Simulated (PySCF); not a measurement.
A species of formula C2H8GeO has this rotational fingerprint, computed with PBE0-D3(BJ)/def2-SVP geometry optimisation, gas phase (PySCF 2.14.0):

* Rotational constants: A = 12135, B = 2790, C = 2407 MHz
* Dipole components: |μa| = 0.59 D, |μb| = 0.69 D, |μc| = 0.00 D
* Inertial defect: -12.87 u·Å²
* κ: -0.92

Problem. Which structure is it? (One computed conformer of each.)
A. Ge(OEt)H3, `[H][Ge]([H])([H])[O]CC`
B. `[CH3:1][CH2:2][O:3][GeH3:4]` with C1–C2–O3–Ge4 -176°
C. `[CH3:1][O:2][GeH2:3][CH3:4]` with C1–O2–Ge3–C4 -179°

Solution. C. It is C[O][GeH2][CH3], a near-prolate asymmetric top, point group Cs. The candidates at the same level (rigid rotor, commonest isotopes):

```csv
SMILES,A (MHz),B (MHz),C (MHz),μa (D),μb (D),μc (D),Δ (u·Å²),point group,rotor
[H][Ge]([H])([H])[O]CC,24035,1778,1728,0.33,1.05,0.00,-12.83,Cs,near-prolate asymmetric top
C[O][GeH2][CH3],12135,2790,2407,0.59,0.69,0.00,-12.87,Cs,near-prolate asymmetric top
CC[O][GeH3],23988,1779,1729,0.32,1.05,0.04,-12.89,near Cs,–
```

`[H][Ge]([H])([H])[O]CC` has A 98 % too high; `CC[O][GeH3]` has A 98 % too high. In the right answer the mirror of this Cs structure is the ab plane, so μc vanishes by symmetry (the 0.02 D computed is a residue). No structure here is proved a minimum.
